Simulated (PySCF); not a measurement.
# Computed records: BFH3N

All values are calculated (PySCF 2.14.0). Calculation on a computer-drawn molecule: vertical ionisation energy to the stated ion spin, frozen-core CCSD(T) at the basis limit and cheaper methods, single-reference cases, UHF for radicals, no spin-orbit; all values are single points at the evaluated structure, the first of each entry, which is the reference or a displaced copy of it and isn't optimised; the reference structure only sets the zero of the energies above reference; triples share is (T) over the correlation energy.

Common to all runs: charge 0; multiplicity 1; ion multiplicity 2; diffuse functions no; basis cc-pVnZ; reference is the Hartree-Fock double-zeta minimum; best is HF at quadruple zeta + MP2 correlation extrapolated from triple and quadruple zeta + CCSD(T) minus MP2 at triple zeta; basis step is the size of the change from the same recipe one zeta lower.

```json
{"entry": 1, "formula": "BFH3N", "evaluated_structure": {"atoms_angstrom": [["N", -0.9514, -0.871, -0.7007], ["B", -0.3419, -0.8709, -1.9397], ["F", -0.1009, 0.2748, -2.5972], ["H", -1.2345, -0.0031, -0.263], ["H", -1.1566, -1.7031, -0.2096], ["H", 0.0204, -1.8953, -2.4764]]}, "reference_structure": {"atoms_angstrom": [["N", -0.9549, -0.8638, -0.714], ["B", -0.3295, -0.88, -1.9522], ["F", -0.0982, 0.2834, -2.5824], ["H", -1.2433, -0.0178, -0.2669], ["H", -1.1521, -1.6953, -0.2004], ["H", 0.0122, -1.8983, -2.4799]]}, "given": {"drawn_bonds_atom": [1, 2, 1, 1, 2], "drawn_bonds_other_atom": [2, 3, 4, 5, 6], "drawn_bonds_order": [1, 1, 1, 1, 1]}, "results": {"ionisation_energy_best [eV]": 11.55, "ionisation_energy_basis_step [eV]": 0.06726, "energy_above_reference_best [kcal/mol]": 0.5188, "energy_above_reference_basis_step [kcal/mol]": 0.01676, "triple_zeta_method": ["HF", "PBE", "r2SCAN", "B3LYP", "wB97X", "MP2", "CCSD", "CCSD(T)"], "triple_zeta_ionisation_energy [eV]": [9.963, 11.24, 11.23, 11.41, 11.39, 11.5, 11.28, 11.36], "triple_zeta_energy_above_reference [kcal/mol]": [0.5662, 0.3932, 0.475, 0.4756, 0.4587, 0.5237, 0.5084, 0.5022], "ionisation_energy_Koopmans_at_triple_zeta [eV]": 12.2, "ionisation_energy_EOM_CCSD_at_triple_zeta [eV]": 11.39, "total_energy_HF_triple_zeta [hartree]": -180.4971, "total_energy_CCSD(T)_triple_zeta [hartree]": -181.0997, "total_energy_best [hartree]": -181.1929, "T1_diagnostic_at_triple_zeta": 0.01173, "D1_diagnostic_at_triple_zeta": 0.03926, "ion_T1_diagnostic_at_triple_zeta": 0.01898, "ion_D1_diagnostic_at_triple_zeta": 0.09292, "ion_spin_squared_at_triple_zeta": 0.7584, "triples_share_at_triple_zeta": 0.03159, "basis_functions_triple_zeta": 132, "dipole_magnitude_HF_at_triple_zeta [debye]": 2.511, "dipole_magnitude_CCSD_unrelaxed_at_triple_zeta [debye]": 2.491, "dipole_magnitude_PBE_at_triple_zeta [debye]": 2.488, "dipole_magnitude_r2SCAN_at_triple_zeta [debye]": 2.499, "dipole_magnitude_B3LYP_at_triple_zeta [debye]": 2.505, "dipole_magnitude_wB97X_at_triple_zeta [debye]": 2.482}}
{"entry": 2, "formula": "BFH3N", "evaluated_structure": {"atoms_angstrom": [["N", -0.988, -0.8717, -0.701], ["B", -0.3424, -0.9129, -1.9075], ["F", -0.0792, 0.2445, -2.5418], ["H", -1.2274, -0.0106, -0.247], ["H", -1.1699, -1.6973, -0.1564], ["H", 0.0963, -2.0056, -2.5378]]}, "reference_structure": {"atoms_angstrom": [["N", -0.9549, -0.8638, -0.714], ["B", -0.3295, -0.88, -1.9522], ["F", -0.0982, 0.2834, -2.5824], ["H", -1.2433, -0.0178, -0.2669], ["H", -1.1521, -1.6953, -0.2004], ["H", 0.0122, -1.8983, -2.4799]]}, "given": {"drawn_bonds_atom": [1, 2, 1, 1, 2], "drawn_bonds_other_atom": [2, 3, 4, 5, 6], "drawn_bonds_order": [1, 1, 1, 1, 1]}, "results": {"ionisation_energy_best [eV]": 11.64, "ionisation_energy_basis_step [eV]": 0.06704, "energy_above_reference_best [kcal/mol]": 5.331, "energy_above_reference_basis_step [kcal/mol]": 0.1546, "triple_zeta_method": ["HF", "PBE", "r2SCAN", "B3LYP", "wB97X", "MP2", "CCSD", "CCSD(T)"], "triple_zeta_ionisation_energy [eV]": [10.08, 11.18, 11.26, 11.45, 11.48, 11.6, 11.38, 11.45], "triple_zeta_energy_above_reference [kcal/mol]": [5.851, 4.407, 4.987, 5.209, 5.037, 5.668, 5.417, 5.319], "ionisation_energy_Koopmans_at_triple_zeta [eV]": 12.34, "ionisation_energy_EOM_CCSD_at_triple_zeta [eV]": 11.49, "total_energy_HF_triple_zeta [hartree]": -180.4887, "total_energy_CCSD(T)_triple_zeta [hartree]": -181.0920, "total_energy_best [hartree]": -181.1852, "T1_diagnostic_at_triple_zeta": 0.01177, "D1_diagnostic_at_triple_zeta": 0.03876, "ion_T1_diagnostic_at_triple_zeta": 0.02014, "ion_D1_diagnostic_at_triple_zeta": 0.1005, "ion_spin_squared_at_triple_zeta": 0.7585, "triples_share_at_triple_zeta": 0.03179, "basis_functions_triple_zeta": 132, "dipole_magnitude_HF_at_triple_zeta [debye]": 2.664, "dipole_magnitude_CCSD_unrelaxed_at_triple_zeta [debye]": 2.63, "dipole_magnitude_PBE_at_triple_zeta [debye]": 2.625, "dipole_magnitude_r2SCAN_at_triple_zeta [debye]": 2.642, "dipole_magnitude_B3LYP_at_triple_zeta [debye]": 2.646, "dipole_magnitude_wB97X_at_triple_zeta [debye]": 2.627}}
{"entry": 3, "formula": "BFH3N", "evaluated_structure": {"atoms_angstrom": [["N", -0.9558, -0.8632, -0.714], ["B", -0.3303, -0.8811, -1.9523], ["F", -0.0981, 0.2826, -2.5831], ["H", -1.243, -0.0173, -0.2675], ["H", -1.1531, -1.696, -0.2003], ["H", 0.0125, -1.8984, -2.4793]]}, "reference_structure": {"atoms_angstrom": [["N", -0.9549, -0.8638, -0.714], ["B", -0.3295, -0.88, -1.9522], ["F", -0.0982, 0.2834, -2.5824], ["H", -1.2433, -0.0178, -0.2669], ["H", -1.1521, -1.6953, -0.2004], ["H", 0.0122, -1.8983, -2.4799]]}, "given": {"drawn_bonds_atom": [1, 2, 1, 1, 2], "drawn_bonds_other_atom": [2, 3, 4, 5, 6], "drawn_bonds_order": [1, 1, 1, 1, 1]}, "results": {"ionisation_energy_best [eV]": 11.48, "ionisation_energy_basis_step [eV]": 0.06748, "energy_above_reference_best [kcal/mol]": -0.001804, "energy_above_reference_basis_step [kcal/mol]": 0.004122, "triple_zeta_method": ["HF", "PBE", "r2SCAN", "B3LYP", "wB97X", "MP2", "CCSD", "CCSD(T)"], "triple_zeta_ionisation_energy [eV]": [9.888, 11.21, 11.16, 11.34, 11.32, 11.43, 11.21, 11.29], "triple_zeta_energy_above_reference [kcal/mol]": [0.01448, -0.007895, -0.0005386, -0.003218, -0.002342, -0.003924, 0.0002439, -0.002479], "ionisation_energy_Koopmans_at_triple_zeta [eV]": 12.12, "ionisation_energy_EOM_CCSD_at_triple_zeta [eV]": 11.32, "total_energy_HF_triple_zeta [hartree]": -180.4980, "total_energy_CCSD(T)_triple_zeta [hartree]": -181.1005, "total_energy_best [hartree]": -181.1937, "T1_diagnostic_at_triple_zeta": 0.01178, "D1_diagnostic_at_triple_zeta": 0.03961, "ion_T1_diagnostic_at_triple_zeta": 0.01886, "ion_D1_diagnostic_at_triple_zeta": 0.0922, "ion_spin_squared_at_triple_zeta": 0.7584, "triples_share_at_triple_zeta": 0.03159, "basis_functions_triple_zeta": 132, "dipole_magnitude_HF_at_triple_zeta [debye]": 2.462, "dipole_magnitude_CCSD_unrelaxed_at_triple_zeta [debye]": 2.442, "dipole_magnitude_PBE_at_triple_zeta [debye]": 2.442, "dipole_magnitude_r2SCAN_at_triple_zeta [debye]": 2.45, "dipole_magnitude_B3LYP_at_triple_zeta [debye]": 2.457, "dipole_magnitude_wB97X_at_triple_zeta [debye]": 2.434}}
{"entry": 4, "formula": "BFH3N", "evaluated_structure": {"atoms_angstrom": [["N", -0.9558, -0.8632, -0.714], ["B", -0.3303, -0.8811, -1.9523], ["F", -0.0981, 0.2826, -2.5831], ["H", -1.243, -0.0173, -0.2675], ["H", -1.1296, -1.5967, -0.2615], ["H", 0.0125, -1.8984, -2.4793]]}, "reference_structure": {"atoms_angstrom": [["N", -0.9549, -0.8638, -0.714], ["B", -0.3295, -0.88, -1.9522], ["F", -0.0982, 0.2834, -2.5824], ["H", -1.2433, -0.0178, -0.2669], ["H", -1.1521, -1.6953, -0.2004], ["H", 0.0122, -1.8983, -2.4799]]}, "given": {"drawn_bonds_atom": [1, 2, 1, 1, 2], "drawn_bonds_other_atom": [2, 3, 4, 5, 6], "drawn_bonds_order": [1, 1, 1, 1, 1]}, "results": {"ionisation_energy_best [eV]": 11.6, "ionisation_energy_basis_step [eV]": 0.06756, "energy_above_reference_best [kcal/mol]": 10.83, "energy_above_reference_basis_step [kcal/mol]": 0.1738, "triple_zeta_method": ["HF", "PBE", "r2SCAN", "B3LYP", "wB97X", "MP2", "CCSD", "CCSD(T)"], "triple_zeta_ionisation_energy [eV]": [10.01, 11.31, 11.28, 11.46, 11.45, 11.54, 11.34, 11.41], "triple_zeta_energy_above_reference [kcal/mol]": [9.441, 12.02, 11.05, 11.02, 10.97, 10.95, 10.82, 11.07], "ionisation_energy_Koopmans_at_triple_zeta [eV]": 12.2, "ionisation_energy_EOM_CCSD_at_triple_zeta [eV]": 11.44, "total_energy_HF_triple_zeta [hartree]": -180.4830, "total_energy_CCSD(T)_triple_zeta [hartree]": -181.0829, "total_energy_best [hartree]": -181.1764, "T1_diagnostic_at_triple_zeta": 0.01164, "D1_diagnostic_at_triple_zeta": 0.03924, "ion_T1_diagnostic_at_triple_zeta": 0.01901, "ion_D1_diagnostic_at_triple_zeta": 0.09392, "ion_spin_squared_at_triple_zeta": 0.7575, "triples_share_at_triple_zeta": 0.03107, "basis_functions_triple_zeta": 132, "dipole_magnitude_HF_at_triple_zeta [debye]": 2.366, "dipole_magnitude_CCSD_unrelaxed_at_triple_zeta [debye]": 2.348, "dipole_magnitude_PBE_at_triple_zeta [debye]": 2.362, "dipole_magnitude_r2SCAN_at_triple_zeta [debye]": 2.368, "dipole_magnitude_B3LYP_at_triple_zeta [debye]": 2.371, "dipole_magnitude_wB97X_at_triple_zeta [debye]": 2.345}}
{"entry": 5, "formula": "BFH3N", "evaluated_structure": {"atoms_angstrom": [["N", -0.9558, -0.8632, -0.714], ["B", -0.3303, -0.8811, -1.9523], ["F", -0.0981, 0.2826, -2.5831], ["H", -1.243, -0.0173, -0.2675], ["H", -1.1559, -1.7077, -0.1931], ["H", 0.0125, -1.8984, -2.4793]]}, "reference_structure": {"atoms_angstrom": [["N", -0.9549, -0.8638, -0.714], ["B", -0.3295, -0.88, -1.9522], ["F", -0.0982, 0.2834, -2.5824], ["H", -1.2433, -0.0178, -0.2669], ["H", -1.1521, -1.6953, -0.2004], ["H", 0.0122, -1.8983, -2.4799]]}, "given": {"drawn_bonds_atom": [1, 2, 1, 1, 2], "drawn_bonds_other_atom": [2, 3, 4, 5, 6], "drawn_bonds_order": [1, 1, 1, 1, 1]}, "results": {"ionisation_energy_best [eV]": 11.47, "ionisation_energy_basis_step [eV]": 0.06745, "energy_above_reference_best [kcal/mol]": 0.04174, "energy_above_reference_basis_step [kcal/mol]": 0.0198, "triple_zeta_method": ["HF", "PBE", "r2SCAN", "B3LYP", "wB97X", "MP2", "CCSD", "CCSD(T)"], "triple_zeta_ionisation_energy [eV]": [9.873, 11.2, 11.15, 11.33, 11.31, 11.42, 11.2, 11.28], "triple_zeta_energy_above_reference [kcal/mol]": [0.2553, -0.1018, 0.01884, 0.01302, 0.04089, 0.04269, 0.0577, 0.02391], "ionisation_energy_Koopmans_at_triple_zeta [eV]": 12.11, "ionisation_energy_EOM_CCSD_at_triple_zeta [eV]": 11.31, "total_energy_HF_triple_zeta [hartree]": -180.4976, "total_energy_CCSD(T)_triple_zeta [hartree]": -181.1005, "total_energy_best [hartree]": -181.1936, "T1_diagnostic_at_triple_zeta": 0.0118, "D1_diagnostic_at_triple_zeta": 0.03966, "ion_T1_diagnostic_at_triple_zeta": 0.01884, "ion_D1_diagnostic_at_triple_zeta": 0.092, "ion_spin_squared_at_triple_zeta": 0.7585, "triples_share_at_triple_zeta": 0.03165, "basis_functions_triple_zeta": 132, "dipole_magnitude_HF_at_triple_zeta [debye]": 2.473, "dipole_magnitude_CCSD_unrelaxed_at_triple_zeta [debye]": 2.452, "dipole_magnitude_PBE_at_triple_zeta [debye]": 2.451, "dipole_magnitude_r2SCAN_at_triple_zeta [debye]": 2.459, "dipole_magnitude_B3LYP_at_triple_zeta [debye]": 2.467, "dipole_magnitude_wB97X_at_triple_zeta [debye]": 2.445}}
```
